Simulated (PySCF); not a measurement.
C₂H₅O₂, SMILES C([O])CO, multiplicity 2.

Coordinates come from a ωB97X-D3(BJ)/def2-SVP optimisation. The isomer is the one that the SMILES or the coordinates give; other isomers of the formula were not compared. The values are those of a single conformer.

Two levels are set side by side: PBE/def2-TZVPD (PySCF) and M06-2X/def2-TZVPD (PySCF). Same geometry, gas phase. Differences are taken from unrounded values.

| quantity | M06-2X | PBE | PBE minus M06-2X |
|---|---|---|---|
| α-spin orbital gap (eV) | 9.87 | 5.44 | -4.43 |
| β-spin orbital gap (eV) | 6.97 | 0.61 | -6.36 |
| dipole moment (D) | 3.11 | 3.29 | 0.18 |
| mean polarisability (bohr³) | 38.0 | 44.6 | 6.6 |

PBE's more diffuse valence density responds more strongly to a field. Differences between two approximate levels are no errors against the true value.

Rough cost on one machine, each run with all the roots and properties that it gave: M06-2X against PBE within a factor of 2.
